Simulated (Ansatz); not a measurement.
`P[SiH]1CN1` + H₂Se → `P[SeH]` + `C1N[SiH2]1` at 700 K and 1 bar (cleavage of the P–Si bond).

Gas-phase electronic energies from Ansatz, PBE0-D4/def2-TZVP geometries. CBS: MP2 limit from def2 TZ/QZ plus the TZ coupled-cluster correction, frozen cores. For Se outer-core shells are correlated without core-valence functions, which leaves a few kJ/mol of doubt a bond. Scalar relativity is left out up to krypton. One conformer a species, not always the lowest.

| species | CCSD(T)/CBS energy (Eh) | H − E (kJ/mol) | S (J/(mol·K)) |
| --- | --- | --- | --- |
| `P[SiH]1CN1` | -726.34548 | 253.3 | 434.3 |
| H₂Se | -2401.89790 | 61.1 | 251.1 |
| `P[SeH]` | -2743.44381 | 108.6 | 338.4 |
| `C1N[SiH2]1` | -384.79623 | 206.6 | 348.7 |

H − E and S are ideal-gas, rigid-rotor, harmonic terms from PBE0-D4/def2-TZVP, for one conformer and one mirror image of each species. 1 Eh = 2625.50 kJ/mol, R = 8.31446 J/(mol·K).

Question: By hand: ΔE, ΔH, ΔS and ΔG.

Answer: ΔE = (-2743.44381) + (-384.79623) − (-726.34548) − (-2401.89790) = 0.00334 Eh = 8.8 kJ/mol. Δ(H − E) = 108.6 + 206.6 − 253.3 − 61.1 = 0.8, so ΔH = 9.6 kJ/mol. ΔS = 338.4 + 348.7 − 434.3 − 251.1 = 1.7 J/(mol·K). ΔG = 9.6 − 700 × (1.7)/1000 = 8.4 kJ/mol.

Question: By hand: the equilibrium constant, and the temperature at which ΔG would vanish if ΔH and ΔS stayed fixed.

Answer: log₁₀ K = −ΔG/(RT ln 10) = -0.6. ΔG = 0 at ΔH/ΔS = 5647 K, far beyond where these terms or the molecules hold.

The number of gas molecules stays the same, so ΔS is small and ΔH decides. A doubt of 5 kJ/mol in ΔE shifts log₁₀ K by 0.4 here. Other conformers and mirror images would add mixing entropy, several J/(mol·K) or more a flexible species. These are equilibria of isolated gas molecules and say nothing of rates. Largest T1 diagnostic: 0.014 (customary marks: 0.02 for closed shells, 0.045 for open ones).
